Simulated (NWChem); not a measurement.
Program: NWChem. System: HISSi, charge 1, spin multiplicity 2, at the geometry of a parent with another charge or spin, in a state set for the comparison that need not be this species' ground state. Its SCF solution wasn't tested for a lower state. Level: UPBE/def2-TZVP with def2 effective core potentials on I.

Input file:

```
start mol
memory heap 200 mb stack 900 mb global 1100 mb
charge 1
geometry units angstroms nocenter noautoz
  Si    -1.300928     0.884405     0.000000
  I      0.314774    -1.050803     0.000000
  S      0.145948     2.490701     0.000000
  H     -0.805201     3.459687     0.000000
  symmetry group Cs
end
basis spherical
  * library def2-tzvp
end
ecp
  I library def2-ecp
end
dft
  xc xpbe96 cpbe96
  odft
  mult 2
  semidirect memsize 60000000 filesize 0
  iterations 100
end
task dft energy
```

Part of the output:

```
             Northwest Computational Chemistry Package (NWChem) 7.3.0
             --------------------------------------------------------

                                NWChem Input Module
                                -------------------

 Scaling coordinates for geometry "geometry" by  1.889725989
 (inverse scale =  0.529177249)

 Turning off AUTOSYM since
 SYMMETRY directive was detected!

                             Geometry "geometry" -> ""
                             -------------------------

 Output coordinates in angstroms (scale by  1.889725989 to convert to a.u.)

  No.       Tag          Charge          X              Y              Z
 ---- ---------------- ---------- -------------- -------------- --------------
    1 Si                  14.0000    -1.30092800     0.88440500     0.00000000
    2 I                   53.0000     0.31477400    -1.05080300     0.00000000
    3 S                   16.0000     0.14594800     2.49070100     0.00000000
    4 H                    1.0000    -0.80520100     3.45968700     0.00000000

 Effective nuclear repulsion energy (a.u.)     352.2421196003

            Nuclear Dipole moment (a.u.)
            ----------------------------
        X                 Y               Z
 ---------------- ---------------- ----------------
    -0.0000056692     0.0000264562     0.0000000000

      Symmetry information
      --------------------

 Group name             Cs
 Group number              2
 Group order               2
 No. of unique centers     4

      Symmetry unique atoms

     1    2    3    4


 Summary of "ao basis" -> "" (spherical)
 ------------------------------------------------------------------------------
       Tag                 Description            Shells   Functions and Types
 ---------------- ------------------------------  ------  ---------------------
 *                         def2-tzvp                  on all atoms

 Summary of "ao basis" -> "ao basis" (spherical)
 ------------------------------------------------------------------------------
       Tag                 Description            Shells   Functions and Types
[...]
   alpha     31     32     33     34     35     36     37     38     39     40
    beta     31     32     33     34     35     36     37     38     39     40
 overlap   0.997  0.997  0.822  0.824  0.984  0.986  0.997  0.988  0.962  0.998

   alpha     41     42     43     44     45     46     47     48     49     50
    beta     41     42     44     43     45     46     47     48     49     50
 overlap   0.894  0.866  0.939  0.921  0.921  0.995  0.999  0.999  0.997  0.969

   alpha     51     52     53     54     55     56     57     58     59     60
    beta     51     52     53     54     55     56     57     58     59     60
 overlap   0.974  0.999  0.997  0.995  0.997  1.000  0.993  0.998  0.998  0.986

   alpha     61     62     63     64     65     66     67     68     69     70
    beta     61     62     64     63     65     66     67     68     70     69
 overlap   0.978  0.985  0.747  0.751  0.990  0.991  0.988  0.990  0.997  0.989

   alpha     71     72     73     74     75     76     77     78     79     80
    beta     71     72     73     74     75     76     77     78     79     80
 overlap   0.998  0.997  0.984  0.994  0.985  0.986  0.995  0.986  0.996  0.999

   alpha     81     82     83     84     85     86     87     88     89     90
    beta     81     82     83     84     85     86     87     88     89     90
 overlap   0.996  0.997  0.975  0.995  0.785  0.768  0.995  0.994  0.997  0.987

   alpha     91     92     93     94     95     96     97     98     99    100
    beta     92     91     93     94     95     96     97     98     99    100
 overlap   0.988  1.000  1.000  0.999  0.998  0.999  1.000  0.999  1.000  0.998

   alpha    101    102    103    104    105    106    107    108    109    110
    beta    101    102    103    104    105    106    107    108    109    110
 overlap   0.998  1.000  1.000  1.000  1.000  1.000  1.000  1.000  1.000  0.991

   alpha    111    112    113    114    115    116    117    118    119    120
    beta    111    112    113    114    115    116    117    118    119    120
 overlap   0.997  0.991  0.997  1.000  1.000  1.000  1.000  1.000  1.000  1.000

   alpha    121    122    123    124    125    126    127    128    129    130
    beta    121    122    123    124    125    126    127    128    129    130
 overlap   1.000  0.998  0.998  1.000  1.000  1.000  1.000  1.000  1.000  1.000

     --------------------------
     Expectation value of S2:
     --------------------------
      <S2> =      0.7551 (Exact =     0.7500)

 center of mass
 --------------
 x =   0.07447691 y =  -0.25636070 z =   0.00000000

 moments of inertia (a.u.)
 ------------------
        1317.551423395523         229.776350874330           0.000000000000
         229.776350874330         217.709329526585           0.000000000000
           0.000000000000           0.000000000000        1535.260752922108

     Multipole analysis of the density
     ---------------------------------

     L   x y z        total         alpha         beta         nuclear
     -   - - -        -----         -----         ----         -------
     0   0 0 0      1.000000    -28.000000    -27.000000     56.000000

     1   1 0 0     -1.097990      8.367422      7.190018    -16.655431
     1   0 1 0      1.513224    -27.391360    -26.695875     55.600459
     1   0 0 1     -0.000000      0.000000     -0.000000      0.000000

     2   2 0 0    -29.954489    -68.050031    -58.894636     96.990177
     2   1 1 0     -5.130090     36.871549     34.227499    -76.229138
     2   1 0 1     -0.000000     -0.000000     -0.000000      0.000000
     2   0 2 0    -21.483004   -282.407040   -273.957054    534.881091
     2   0 1 1      0.000000      0.000000      0.000000      0.000000
     2   0 0 2    -36.531999    -18.874529    -17.657470      0.000000

 Task  times  cpu:        6.9s     wall:        6.9s

 Total times  cpu:        6.9s     wall:        6.9s
```
